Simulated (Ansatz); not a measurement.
The same path of BFGeH6N2O (12 atoms, charge 0, multiplicity 1) was run twice with different band settings. The coordinate that changes most is the height of N1 over the plane of its neighbours.

All numbers below come from RKS LDA/def2-SVP (Ansatz).

Relaxed end points:

```xyz
12
Properties=species:S:1:pos:R:3
N -0.566 -1.179 0.893
B 0.163 -0.016 1.154
O 0.480 0.513 2.362
Ge 0.738 0.793 -0.638
N -0.357 -0.133 -1.796
F 0.398 2.506 -0.808
H -0.697 -1.425 -0.105
H -0.980 -1.813 1.582
H 0.142 -0.001 3.120
H 2.169 0.639 -1.212
H -1.337 0.175 -1.735
H -0.075 -0.114 -2.784
```

```xyz
12
Properties=species:S:1:pos:R:3
N -0.614 -1.396 0.851
B 0.028 -0.200 1.171
O 0.100 0.247 2.453
Ge 0.739 0.694 -0.531
N -0.305 -0.058 -1.828
F 0.503 2.438 -0.461
H -0.668 -1.688 -0.133
H -1.068 -2.003 1.540
H 0.517 1.123 2.528
H 2.194 0.549 -1.041
H -1.310 0.123 -1.711
H -0.038 0.117 -2.804
```

Common settings: climbing image yes; spring 5.0 eV/Å²; optimiser quadratic models (default); start path IDPP; force threshold 0.03 eV/Å; iteration limit 60; end points relaxed.

| run | movable images |
| --- | --- |
| 1 | 7 |
| 2 | 3 |

Q: What does each run give, and how far can it be trusted?

A: Run 1: converged after 14 iterations, highest image 0.305 eV above the first end. A vibrational analysis at the climbing image gives one clearly imaginary mode, 547i cm⁻¹: a first-order saddle point.
Run 2: converged after 8 iterations, highest image 0.305 eV above the first end. Another band between the same ends (7 images) ends at a top of the same energy, where a vibrational analysis finds 1 clearly imaginary mode. So few images can step over the top or miss a turn of the path.
